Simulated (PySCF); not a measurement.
In(All)(OH)2 (C3H7InO2), SMILES C=C[CH2][In]([OH])[OH].

The structure is a stationary point at B3LYP-D3(BJ)/def2-SVP. The def2 effective core potentials stand for the cores of In; spin–orbit coupling is left out. One conformer was computed; it need not be the lowest.

Two levels are set side by side: TDA-PBE/def2-SVPD (PySCF) and TDA-B3LYP/def2-SVPD (PySCF). Vertical, same geometry. The lowest singlet is HOMO→LUMO 84 % with PBE and HOMO→LUMO 92 % with the other functional; states are paired by order. Differences are taken from unrounded values.

```
quantity                               TDA-PBE
-------------------------------------  -------
lowest singlet excitation (eV)            4.28
lowest triplet excitation (TDA) (eV)      3.40
first bright state (f over 0.05) (eV)     4.28
its oscillator strength                   0.18
```

**Question.** These are the TDA-PBE values. What does TDA-B3LYP give? (An estimate is asked for; the answer gives what the named calculation found.)

**Answer.** 
```tsv
quantity	TDA-B3LYP	TDA-PBE minus TDA-B3LYP
lowest singlet excitation (eV)	4.67	-0.39
lowest triplet excitation (TDA) (eV)	3.60	-0.20
first bright state (f over 0.05) (eV)	4.67	-0.39
its oscillator strength	0.22	-0.04
```

A lower first singlet is the usual sign of a functional without exact exchange. Differences between two approximate levels are no errors against the true value.

Rough cost on one machine, each run with all the roots and properties that it gave: TDA-B3LYP against TDA-PBE about 3 times.
